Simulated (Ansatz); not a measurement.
# Worked example: the enthalpy of C2H4Br2 + C2H5Cl → C3H7Br + CH2BrCl

Species: C2H4Br2 `CC(Br)Br`, singlet; C2H5Cl (chloroethane) `CCCl`, singlet; C3H7Br (2-bromopropane) `CC(C)Br`, singlet; CH2BrCl (bromochloromethane) `ClCBr`, singlet. The partners trade Br for CH3; both sit on C, so the bond types are kept.

Shapes, held fixed at every level: PBE0-D4/def2-TZVP. Programs: Ansatz 0.2.0. The zero-point and thermal terms to 298 K, harmonic and unscaled (PBE0-D4/def2-TZVP), stand in the table.

At MP2/def2-SVP; 1 Eh = 2625.50 kJ/mol:

| species | energy (Eh) | H(298 K) − E (kJ/mol) | tabulated ΔfH (kJ/mol) |
| --- | --- | --- | --- |
| C2H4Br2 | -5222.954104 | 164.1 | -36.3 |
| C2H5Cl | -538.372083 | 188.1 | -111.2 |
| C3H7Br | -2690.372357 | 264.0 | -99.4 |
| CH2BrCl | -3070.951812 | 88.1 | -44.7 |

**Question.** Work out the reaction enthalpy at 298 K from the calculation and from the table of heats.

**Answer.** 
1. Electronic: (-2690.372357) + (-3070.951812) − [(-5222.954104) + (-538.372083)] = 0.002018 Eh = +5.3 kJ/mol.
2. Zero-point and thermal: (264.0) + (88.1) − [(164.1) + (188.1)] = -0.1 kJ/mol.
3. Computed ΔH = +5.2 kJ/mol.
4. From the heats of formation (Active Thermochemical Tables, CRC Handbook of Chemistry and Physics): (-99.4) + (-44.7) − [(-36.3) + (-111.2)] = +3.4 kJ/mol.
5. Computed less tabulated: +1.8 kJ/mol. Tabulated heats carry uncertainties of their own.

Relativity is left out for Br unless named. Correlated rows may include outer-core shells of Br, which these sets cover unevenly.
